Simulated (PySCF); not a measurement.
**Radial density of Br²⁺ (bromine, charge +2)**

UHF, [Ar] 3d10 4s2 4p3, high-spin 4S determinant. All numbers are calculated (PySCF 2.14, the non-relativistic Hamiltonian (point nucleus), in dyall-av2z (16s12p8d, 92 functions)).

```csv
r (bohr),4πr²ρ (e/bohr),4πr²(ρα − ρβ)
0.000658,0.1537,0.0000
0.00111,0.4218,0.0000
0.00186,1.132,0.0000
0.00313,2.930,0.0000
0.00527,7.137,0.0001
0.00886,15.72,0.0004
0.0149,29.24,0.0020
0.0251,41.39,0.0109
0.0422,40.16,0.0472
0.0709,35.80,0.1325
0.119,49.69,0.1463
0.201,39.29,-0.0242
0.338,29.98,0.2937
0.568,30.63,0.1290
0.955,8.105,0.5351
1.61,3.833,2.0968
2.70,0.8312,0.5797
4.55,0.02560,0.0230
7.65,0.0002729,0.0003
```

**Question.** Where is the radial spin density 4πr²(ρα − ρβ) most negative, and why is it negative at all?

**Answer.** Around r = 0.201 bohr, down to -0.0242 e/bohr: exchange with the open shell polarises the paired shells in an unrestricted calculation.
